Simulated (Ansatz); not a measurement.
F2Mn, sextet, at a GFN2-xTB geometry (such geometries of metal compounds can be far from the true shape); SVWN5/STO-3G (Ansatz, an electronic-structure program).

Ansatz was given this input:
Ansatz 0.2 input:
```yaml
crystal:
  periodic: [false, false, false]
  atoms:
    - {symbol: Mn, position_ang: [0.00978932, 0.00026683, -0.00171777]}
    - {symbol: F, position_ang: [-0.24180904, 1.28198867, -1.09896899]}
    - {symbol: F, position_ang: [0.21461649, -1.28272985, 1.10374058]}
basis:
  gaussian:
    orbitals: STO-3G
    nuclear_model: gaussian
hamiltonian:
  xc: {name: SVWN5}
magnetization: {spin_polarized: true, initial_magnetization: 5}
```

What the program printed (banner, timings and long lists left out):

```
Functional definition: SVWN5
393 factors; integrals over basis functions are off by at most 4.7e-4 eV
mean field evaluation 1: about -36202.5643 eV, gradient 4.8e1 eV
mean field evaluation 2: about -35770.3315 eV, gradient 1.6e2 eV
mean field evaluation 4: about -36231.8769 eV, gradient 3.5e1 eV
mean field evaluation 8: about -36238.4631 eV, gradient 2.8e-1 eV
mean field evaluation 16: about -36238.4294 eV, gradient 5.5e-4 eV
mean field evaluation 32: about -36232.8787 eV, gradient 1.8e1 eV
mean field evaluation 64: about -36237.6142 eV, gradient 1.1e1 eV
mean field evaluation 96: about -36232.8859 eV, gradient 1.8e1 eV
a density is far from that of the atoms, so the factors are made again for it
411 factors; integrals over basis functions are off by at most 1.8e-4 eV
mean field evaluation 128: about -36238.4292 eV, gradient 4.4e-4 eV
mean field -36238.42924308 eV, -1331.7377113938 hartree, gradient 7.2e-6 eV, S^2 8.769584; 0 other end points of the search recorded, 0 dependent functions left out
reference -36238.42926128 eV, -1331.7377120623 hartree; 24, 19 occupied and 4, 9 virtual orbitals, 411 factors
Total energy: -36238.42926128 eV, -1331.7377120623 hartree
```
